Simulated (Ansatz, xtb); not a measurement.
**Redistribution: C2H8OSi + SiH(CH3)(OH)(SiH3) → C2H10Si2 + SiH(CH3)(OH)2**

Species: C2H8OSi `CC[SiH2]O`, singlet; SiH(CH3)(OH)(SiH3), singlet; C2H10Si2 `CC[SiH2][SiH3]`, singlet; SiH(CH3)(OH)2, singlet. The partners trade OH for SiH3; both sit on Si, so the bond types are kept.

Shapes, held fixed at every level: PBE0-D4/def2-TZVP. Flexible molecules stand in one conformer, not always the lowest. Programs: Ansatz 0.2.0, xtb 6.7.1. The zero-point and thermal change to 298 K, harmonic and unscaled (PBE0-D4/def2-TZVP), is +0.7 kJ/mol.

Question: Estimate ΔH(298 K) of this reaction.

Answer: The highest level, CCSD(T)/CBS estimate, gives ΔH(298 K) = -34.6 kJ/mol; the levels span -37.8 to +26.7. They disagree on the sign: 1 of 9 are positive. GFN1-xTB strays far from the other rows. The column of differences is taken from that level and isn't an error. No measured value is set beside it here. The CBS estimate extrapolates MP2 from def2-TZVPP and def2-QZVPP and adds CCSD(T) − MP2 in the triple-zeta set, cores frozen. Times are processor times on shared x86 and Arm servers, and rough.

```json
{"level": "GFN1-xTB", "kind": "semi-empirical", "ΔH(298 K) (kJ/mol)": "+26.7", "less CCSD(T)/CBS estimate": "+61.3", "CPU time (sum over the molecules)": "0.13 s"}
{"level": "HF/def2-SVP", "kind": "Hartree–Fock", "ΔH(298 K) (kJ/mol)": "-33.3", "less CCSD(T)/CBS estimate": "+1.3", "CPU time (sum over the molecules)": "–"}
{"level": "PBE-D4/def2-TZVPP", "kind": "GGA", "ΔH(298 K) (kJ/mol)": "-34.7", "less CCSD(T)/CBS estimate": "-0.1", "CPU time (sum over the molecules)": "41 s"}
{"level": "PBE0-D4/def2-TZVPP", "kind": "global hybrid", "ΔH(298 K) (kJ/mol)": "-35.2", "less CCSD(T)/CBS estimate": "-0.6", "CPU time (sum over the molecules)": "50 s"}
{"level": "r2SCAN0-D4/def2-TZVPP", "kind": "global hybrid", "ΔH(298 K) (kJ/mol)": "-36.3", "less CCSD(T)/CBS estimate": "-1.7", "CPU time (sum over the molecules)": "77 s"}
{"level": "wB97M-V/def2-TZVPP", "kind": "range-separated hybrid", "ΔH(298 K) (kJ/mol)": "-34.7", "less CCSD(T)/CBS estimate": "-0.1", "CPU time (sum over the molecules)": "3.1 min"}
{"level": "wB97X-V/def2-TZVPP", "kind": "range-separated hybrid", "ΔH(298 K) (kJ/mol)": "-33.3", "less CCSD(T)/CBS estimate": "+1.3", "CPU time (sum over the molecules)": "2.1 min"}
{"level": "CCSD/def2-SVP", "kind": "coupled cluster or CI", "ΔH(298 K) (kJ/mol)": "-37.8", "less CCSD(T)/CBS estimate": "-3.2", "CPU time (sum over the molecules)": "–"}
{"level": "CCSD(T)/CBS estimate", "kind": "coupled cluster or CI", "ΔH(298 K) (kJ/mol)": "-34.6", "less CCSD(T)/CBS estimate": "0.0", "CPU time (sum over the molecules)": "41 min"}
```
